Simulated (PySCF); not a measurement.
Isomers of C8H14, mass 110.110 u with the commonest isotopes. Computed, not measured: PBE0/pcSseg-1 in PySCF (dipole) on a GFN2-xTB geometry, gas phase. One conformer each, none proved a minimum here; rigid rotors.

Question: Order these by radius of gyration √(Σ m r²/M), smallest first.
A. `C1C[C@@H]2CC[C@H](C1)C2`
B. `[CH3:1][CH2:2][C@H:3]1[CH:4]=[C:5]([CH3:6])[CH2:7][CH2:8]1` with C1–C2–C3–C4 72°, C2–C3–C4–C5 134°, C4–C5–C7–C8 -13°, C5–C7–C8–C3 19°, C2–C3–C8–C7 -142°
C. `[CH2:1]=[CH:2][CH2:3][CH2:4][CH:5]1[CH2:6][CH2:7][CH2:8]1` with C1–C2–C3–C4 -116°, C2–C3–C4–C5 -179°, C3–C4–C5–C6 -72°, C4–C5–C6–C7 -131°, C5–C6–C7–C8 12°, C6–C7–C8–C5 -12°, C4–C5–C8–C7 132°

Answer: A (1.702 Å), B (2.156 Å), C (2.441 Å).

Question: Order these by rotational constant C, largest first.
A. `[CH3:1][CH2:2][C@H:3]1[CH:4]=[C:5]([CH3:6])[CH2:7][CH2:8]1` with C1–C2–C3–C4 72°, C2–C3–C4–C5 134°, C4–C5–C7–C8 -13°, C5–C7–C8–C3 19°, C2–C3–C8–C7 -142°
B. `C1C[C@@H]2CC[C@H](C1)C2`
C. `[CH2:1]=[CH:2][CH2:3][CH2:4][CH:5]1[CH2:6][CH2:7][CH2:8]1` with C1–C2–C3–C4 -116°, C2–C3–C4–C5 -179°, C3–C4–C5–C6 -72°, C4–C5–C6–C7 -131°, C5–C6–C7–C8 12°, C6–C7–C8–C5 -12°, C4–C5–C8–C7 132°

Answer: B (2024 MHz), A (1019 MHz), C (801.5 MHz).

Question: Order these by rotational constant A, largest first.
A. `[CH2:1]=[CH:2][CH2:3][CH2:4][CH:5]1[CH2:6][CH2:7][CH2:8]1` with C1–C2–C3–C4 -116°, C2–C3–C4–C5 -179°, C3–C4–C5–C6 -72°, C4–C5–C6–C7 -131°, C5–C6–C7–C8 12°, C6–C7–C8–C5 -12°, C4–C5–C8–C7 132°
B. `[CH3:1][CH2:2][C@H:3]1[CH:4]=[C:5]([CH3:6])[CH2:7][CH2:8]1` with C1–C2–C3–C4 72°, C2–C3–C4–C5 134°, C4–C5–C7–C8 -13°, C5–C7–C8–C3 19°, C2–C3–C8–C7 -142°
C. `C1C[C@@H]2CC[C@H](C1)C2`

Answer: A (5990 MHz), B (3899 MHz), C (2763 MHz).

```
                 SMILES  point group  Ia (u·Å²)  Ib (u·Å²)  Ic (u·Å²)      κ  μa (D)  μb (D)  μc (D)
C1C[C@@H]2CC[C@H](C1)C2           Cs     182.88     205.68     249.72   0.17    0.01    0.00    0.02
      CC[C@H]1C=C(C)CC1           C1     129.62     398.22     495.98  -0.83    0.28    0.09    0.00
            C=CCCC1CCC1           C1      84.37     597.83     630.51  -0.98    0.37    0.15    0.17
```
